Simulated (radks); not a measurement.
Question: Species: W II. Configuration: [Xe] 4f14 5d3.5 6s1 5f0.5 (fractional occupations, a model configuration). Method: scalar-relativistic Kohn-Sham, Wu-Cohen GGA, spin-unpolarised, spherical densities, finite nucleus; Fermi nuclear charge, rms radius 5.3658 fm; computed with a radial shooting solver on a logarithmic mesh with Libxc functionals. Some entries of the table are withheld. Estimate them.

orbital  occ.  eigenvalue (hartree)  <r> (bohr)
1s          2             -2553.182     0.01835
2s          2             -441.0514     0.07758
2p          6             -385.9211     0.06944
3s          2             -101.9012      0.2011
3p          6             -85.56621      0.2013
3d         10             -66.73383      0.1824
4s          2             -21.35360      0.4496
4p          6             -15.99268         (1)
4d         10              -9.18780      0.5114
5s          2              -3.33174         (2)
5p          6              -2.01171       1.245
4f         14              -1.64888      0.6074
5d        3.5              -0.55921       1.886
6s          1              -0.54283       2.826
5f        0.5              -0.07459       10.14

Answer: 
(1) 4p <r> (bohr): 0.4780
(2) 5s <r> (bohr): 1.066
